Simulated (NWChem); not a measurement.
System: C2H4BrCl; SMILES C[C@@H](Cl)Br

NWChem printed, in part:

```
             Northwest Computational Chemistry Package (NWChem) 7.3.0
             --------------------------------------------------------

 C1  symmetry detected

                             Geometry "geometry" -> ""
                             -------------------------

 Output coordinates in angstroms (scale by  1.889725989 to convert to a.u.)

  No.       Tag          Charge          X              Y              Z
 ---- ---------------- ---------- -------------- -------------- --------------
    1 C                    6.0000    -1.78769741    -0.81839129    -0.16965300
    2 C                    6.0000    -0.43109379    -0.56828229     0.43537701
    3 Cl                  17.0000     0.73332122    -1.81409345    -0.06676138
    4 Br                  35.0000     0.21936446     1.21125650    -0.02961264
    5 H                    1.0000    -1.73228723    -0.79097701    -1.26671644
    6 H                    1.0000    -2.14980035    -1.80984453     0.14187688
    7 H                    1.0000    -2.50028745    -0.05339584     0.17067477
    8 H                    1.0000    -0.44909464    -0.58012998     1.53120655

 Effective nuclear repulsion energy (a.u.)     317.2956010674

                                 NWChem DFT Module
                                 -----------------

 Summary of "ao basis" -> "ao basis" (spherical)
 ------------------------------------------------------------------------------
       Tag                 Description            Shells   Functions and Types
 ---------------- ------------------------------  ------  ---------------------
 C                         def2-svpd                 8       20   4s2p2d
 Cl                        def2-svpd                11       27   5s4p2d
 Br                        def2-svpd                15       41   6s5p4d
 H                         def2-svpd                 4        8   2s2p

            General Information
            -------------------
          SCF calculation type: DFT
          Wavefunction type:  closed shell.
          No. of atoms     :     8
          No. of electrons :    68
           Alpha electrons :    34
            Beta electrons :    34
          Charge           :     0
          Spin multiplicity:     1
          Use of symmetry is: off; symmetry adaption is: off
          Maximum number of iterations: 150
          AO basis - number of functions:   140
                     number of shells:    58
          Convergence on energy requested:  1.00D-06
          Convergence on density requested:  1.00D-05
          Convergence on gradient requested:  5.00D-04

              XC Information
              --------------
                         B3LYP Method XC Potential
                     Hartree-Fock (Exact) Exchange  0.200
                        Slater Exchange Functional  0.800 local
                    Becke 1988 Exchange Functional  0.720 non-local
              Lee-Yang-Parr Correlation Functional  0.810
                  VWN I RPA Correlation Functional  0.190 local

             Grid Information
             ----------------
          Grid used for XC integration:  medium
          Radial quadrature: Mura-Knowles
          Angular quadrature: Lebedev.
          Tag              B.-S. Rad. Rad. Pts. Rad. Cut. Ang. Pts.
          ---              ---------- --------- --------- ---------
          C                   0.70       49          12.0       434
          Cl                  1.00       88          13.0       590
          Br                  1.15      112          12.0       590
          H                   0.35       45          13.0       434
          Grid pruning is: on
          Number of quadrature shells:   478
          Spatial weights used:  Erf1

      Superposition of Atomic Density Guess
      -------------------------------------

 Sum of atomic energies:       -3108.66511165

      Non-variational initial energy
      ------------------------------

 Total energy =   -3110.366875
 1-e energy   =   -4951.559703
 2-e energy   =    1523.897227
 HOMO         =      -0.352622
 LUMO         =       0.011859

[...]

                                NWChem TDDFT Module
                                -------------------

            General Information
            -------------------
           No. of orbitals :     280
            Alpha orbitals :     140
             Beta orbitals :     140
        Alpha frozen cores :       0
         Beta frozen cores :       0
     Alpha frozen virtuals :       0
      Beta frozen virtuals :       0
         Spin multiplicity :       1
    Number of AO functions :     140
        Use of symmetry is : off
      Symmetry adaption is : off
         Schwarz screening :  0.10D-07

              XC Information
              --------------
                  B3LYP Method XC Potential
              Hartree-Fock (Exact) Exchange   0.20
                 Slater Exchange Functional   0.80 local
             Becke 1988 Exchange Functional   0.72 non-local
       Lee-Yang-Parr Correlation Functional   0.81
           VWN I RPA Correlation Functional   0.19 local

             TDDFT Information
             -----------------
          Calculation type : Tamm-Dancoff TDDFT
         Wavefunction type : Restricted singlets
          No. of electrons :      68
           Alpha electrons :      34
            Beta electrons :      34
              No. of roots :       6
          Max subspacesize :    5200
            Max iterations :     100
               Target root :       1
           Target symmetry : none
      Symmetry restriction : off
                 Algorithm : Optimal
        Davidson threshold :  0.10D-03

    6 smallest eigenvalue differences (eV)
--------------------------------------------------------
  No. Spin  Occ  Vir  Irrep   E(Occ)    E(Vir)   E(Diff)
--------------------------------------------------------
    1    1   34   35 a        -0.293    -0.039     6.924
    2    1   33   35 a        -0.296    -0.039     6.998
    3    1   32   35 a        -0.322    -0.039     7.718
    4    1   31   35 a        -0.327    -0.039     7.841
    5    1   34   36 a        -0.293     0.004     8.102
    6    1   33   36 a        -0.296     0.004     8.176
--------------------------------------------------------

  Entering Davidson iterations
  Restricted singlet excited states

  Iter   NTrls   NConv    DeltaV     DeltaE      Time
  ----  ------  ------  ---------  ---------  ---------
    1      6       0     0.96E-01   0.10+100       28.2
    2     12       0     0.22E-01   0.10E-01       27.8
    3     18       0     0.68E-02   0.81E-03       28.1
    4     24       0     0.27E-02   0.91E-04       28.2
    5     30       0     0.10E-02   0.20E-04       28.2
    6     36       3     0.34E-03   0.29E-05       27.9
    7     39       6     0.73E-04   0.19E-06       23.9
  ----  ------  ------  ---------  ---------  ---------
  Convergence criterion met

  Ground state a       -3112.519273192937 a.u.

  ----------------------------------------------------------------------------
  Root   1 singlet a              0.213053656 a.u.                5.7975 eV
  ----------------------------------------------------------------------------
     Transition Moments    X  0.04159   Y -0.15747   Z  0.00362
     Dipole Oscillator Strength                    0.0037697281
     Electric Quadrupole                           0.0000000091
     Magnetic Dipole                               0.0000007164
     Total Oscillator Strength                     0.0037704536

     Occ.   31  a   ---  Virt.   35  a       -0.05095
     Occ.   33  a   ---  Virt.   35  a       -0.71700
     Occ.   34  a   ---  Virt.   35  a       -0.68468
  ----------------------------------------------------------------------------
  Root   2 singlet a              0.214087807 a.u.                5.8256 eV
  ----------------------------------------------------------------------------
     Transition Moments    X -0.06887   Y  0.23742   Z  0.00498
     Dipole Oscillator Strength                    0.0087254532
     Electric Quadrupole                           0.0000000132
     Magnetic Dipole                               0.0000009401
     Total Oscillator Strength                     0.0087264065

     Occ.   31  a   ---  Virt.   35  a        0.07078
     Occ.   31  a   ---  Virt.   36  a        0.05915
     Occ.   33  a   ---  Virt.   35  a       -0.68818
     Occ.   34  a   ---  Virt.   35  a        0.70841
  ----------------------------------------------------------------------------
  Root   3 singlet a              0.242052261 a.u.                6.5866 eV
  ----------------------------------------------------------------------------
     Transition Moments    X -0.03437   Y -0.09870   Z -0.00134
     Dipole Oscillator Strength                    0.0017629502
     Electric Quadrupole                           0.0000000155
     Magnetic Dipole                               0.0000005530
     Total Oscillator Strength                     0.0017635188

     Occ.   31  a   ---  Virt.   35  a       -0.25738
     Occ.   32  a   ---  Virt.   35  a       -0.95544
     Occ.   32  a   ---  Virt.   36  a        0.08453
     Occ.   33  a   ---  Virt.   36  a        0.05615
  ----------------------------------------------------------------------------
  Root   4 singlet a              0.253172048 a.u.                6.8892 eV
  ----------------------------------------------------------------------------
     Transition Moments    X -0.05601   Y -0.52510   Z  0.01318
     Dipole Oscillator Strength                    0.0470973880
     Electric Quadrupole                           0.0000000742
     Magnetic Dipole                               0.0000004036
     Total Oscillator Strength                     0.0470978658

[...]
```

Level: B3LYP/def2-SVPD, TDA. Coordinates come from a PBE0/def2-SVP optimisation. B3LYP is NWChem's, with the RPA form of VWN correlation.

Task: Which NWChem input produces such a log?

Result: One answer among several that fit: the input that was run:
```
start job
memory heap 200 mb stack 900 mb global 1100 mb
geometry units angstroms noautoz
  C     -1.789082    -0.813936    -0.177750
  C     -0.436181    -0.569934     0.437970
  Cl     0.728377    -1.817042    -0.060605
  Br     0.222508     1.209562    -0.015453
  H     -1.725707    -0.782457    -1.274273
  H     -2.156148    -1.805568     0.127336
  H     -2.501990    -0.048274     0.160406
  H     -0.462096    -0.585946     1.533588
end
basis spherical
  * library def2-svpd
end
dft
  xc b3lyp
  iterations 150
end
tddft
  cis
  nroots 6
  notriplet
end
task tddft energy
```
